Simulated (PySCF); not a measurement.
Input of a run (PBE0-D3(BJ)/def2-SVP geometry optimisation, gas phase (PySCF 2.14.0)), started from GFN2-xTB:
```
{"job": {"xc": "PBE0", "basis": "def2-SVP", "d3": "d3bj", "grid": 1, "kind": "geom"}, "charge": 0, "multiplicity": 1}
C      3.416644     0.444772     0.941770
C      2.192420     0.093822     0.261842
C      1.201467    -0.239360    -0.326754
C     -0.047203    -0.544606    -0.982563
S     -0.768551     1.005950    -1.684160
C     -1.329585     1.708071    -0.127228
S     -2.756138     0.796597     0.585182
C     -2.478283    -0.821667    -0.197064
C     -1.030708    -1.258100    -0.033778
F     -0.950320    -2.614714    -0.285105
H      3.367976     0.129822     1.983730
H      4.261491    -0.047492     0.461631
H      3.565188     1.523629     0.902093
H      0.120437    -1.179153    -1.857594
H     -0.501994     1.696111     0.581508
H     -1.659316     2.726657    -0.313904
H     -2.760634    -0.764354    -1.249673
H     -3.135268    -1.518747     0.321232
H     -0.717427    -1.127987     1.011370
```

Output (energies in Eh, forces in Eh/bohr):
```
step   0  E = -1167.11228476  max force = 0.016983
step   1  E = -1167.11509581  max force = 0.002421
step   2  E = -1167.11519684  max force = 0.000932
step   3  E = -1167.11522667  max force = 0.000365
step   4  E = -1167.11525397  max force = 0.000502
step   5  E = -1167.11527187  max force = 0.000607
step   6  E = -1167.11529980  max force = 0.000468
step   7  E = -1167.11536126  max force = 0.001319
step   8  E = -1167.11526228  max force = 0.005685
step   9  E = -1167.11556707  max force = 0.002723
step  10  E = -1167.11592504  max force = 0.002513
step  11  E = -1167.11621777  max force = 0.001435
step  12  E = -1167.11677001  max force = 0.002891
step  13  E = -1167.11696646  max force = 0.002614
step  14  E = -1167.11716937  max force = 0.000952
step  15  E = -1167.11726179  max force = 0.001731
step  16  E = -1167.11735429  max force = 0.002378
step  17  E = -1167.11742658  max force = 0.002187
step  18  E = -1167.11746792  max force = 0.000758
step  19  E = -1167.11747166  max force = 0.000245
optimisation converged
```

Problem. Summarise the run.

Solution. The energy falls by 0.141 eV over 20 energy and gradient evaluations, the largest force component goes from 0.0170 to 2.4e-04 Eh/bohr, and the atoms move by 0.567 Å rms after alignment. Among the bonds, C4–S5 and C6–H16 change most and about equally (-0.015 to +0.014 Å). Bonds longer at the end by more than 0.005 Å: 12 of 19; shorter: 2. Among the angles that change most is C2–C3–C4, from 175.1° to 179.1°. Among the dihedrals that turn most is S5–C4–C9–F10, from 139° to 93°. The energy rose by more than 1e-6 Eh at step 8. The first step brought 54 % of the lowering.

Problem. What are the final bond lengths?

Solution. C1–C2 1.453 Å, C2≡C3 1.212 Å, C3–C4 1.453 Å, C4–S5 1.833 Å, S5–C6 1.805 Å, C6–S7 1.833 Å, S7–C8 1.806 Å, C8–C9 1.518 Å, C9–F10 1.378 Å, C4–C9 1.546 Å, C1–H11 1.101 Å, C1–H12 1.101 Å, C1–H13 1.101 Å, C4–H14 1.102 Å, C6–H15 1.100 Å, C6–H16 1.100 Å, C8–H17 1.100 Å, C8–H18 1.099 Å, C9–H19 1.103 Å. Numbering counts from 1 in the input's order; the species is `CC#C[C@@H]1SCSC[C@H]1F`.

The run used 193 basis functions and 144 SCF cycles in all. Rough CPU time on one thread of a shared machine: about 10 min.

Not checked by PBE0-D3(BJ)/def2-SVP frequencies. The numbers are those of one conformer.
